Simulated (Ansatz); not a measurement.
CH5NSSi can be A, `CS[Si]N`, or B, `C1N[SiH2]S1`.

Calculated with Ansatz (gas phase, PBE0-D4/def2-TZVP geometries, no zero-point term in ΔE). CCSD(T)/CBS adds triple-zeta CCSD(T) − MP2 to the extrapolated MP2 energy (def2 sets, frozen cores). Functionals use def2-TZVPP. One conformer a species, not always the lowest.

(1) Which isomer does CCSD(T)/CBS put lower? Give the gap. (Estimate.)

(2) Give E(B) − E(A) in kJ/mol with LDA (SPW92), BLYP-D4, PBE-D4, B2PLYP, CCSD/def2-TZVPP, PBE0-D4, CCSD(T)/def2-SVP. (Estimate.)

(3) Does the order hold for the free energy at 298.15 K (harmonic terms from PBE0-D4)? (An estimate is asked.)

Largest T1 diagnostic: 0.013.

## Answers

(1) The calculation gave: A, by 39.9 kJ/mol.

(2) Ansatz gave: LDA (SPW92) 40.2, BLYP-D4 64.6, PBE-D4 51.0, B2PLYP 46.0, CCSD/def2-TZVPP 38.1, PBE0-D4 37.2, CCSD(T)/def2-SVP 40.5. None reverses the order clearly.

(3) Computed: Yes: G(B) − G(A) = +36.3 kJ/mol, for one conformer each.

From BLYP to BHLYP (50 % exact exchange), in def2-TZVPP and without D4, E(B) − E(A) moves by −28.1 kJ/mol. Leaving LDA and LC-ωPBE aside and taking each functional with its dispersion term where it has one, the values, not all of them listed here, spread over 38.1 kJ/mol, from PBE-QIDH to BLYP-D4. LDA lies −12.0 kJ/mol from PBE without D4.
